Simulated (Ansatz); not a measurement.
Program: Ansatz. Geometries: PBE0-D4/def2-TZVP. ΔE: electronic, gas phase. CCSD(T)/CBS is the MP2 limit (def2-TZVPP, def2-QZVPP) plus CCSD(T) − MP2 in def2-TZVPP, frozen cores. Functionals use def2-TZVPP. B3LYP here is the variant with VWN-RPA as its local correlation; programs differ in this. One conformer a species, not always the lowest.

Consider the cleavage of the B–B bond: `BB(C)O` + `N[SiH]([SiH3])S` → `BN[SiH]([SiH3])S` + `CBO`.

(1) Is it downhill or uphill in electronic energy at CCSD(T)/CBS, and by how much? (Best estimate.)

(2) What do these levels give: r2SCAN-D4, PBE0-D4, B2PLYP, B3LYP, SCS-MP2/def2-TZVPP, SCS-MP2/def2-QZVPP? (Estimate.)

Largest T1 diagnostic among the species: 0.013.

## Answers

(1) Computed: Downhill: ΔE = -42.3 kcal/mol.

(2) The calculation gave: r2SCAN-D4 -41.7, PBE0-D4 -41.4, B2PLYP -42.7, B3LYP -41.5, SCS-MP2/def2-TZVPP -43.7, SCS-MP2/def2-QZVPP -43.3 kcal/mol.

In def2-TZVPP, CCSD(T) changes the Hartree–Fock value by −1.8 kcal/mol (the triples alone add −0.6 kcal/mol) and MP2 by −3.2 kcal/mol. The D4 term adds −0.9 kcal/mol with B3LYP and −0.5 kcal/mol with PBE0; it sums over pairs of atoms, weighted by their polarisabilities, and B3LYP, whose exchange is more repulsive, gets the larger term.
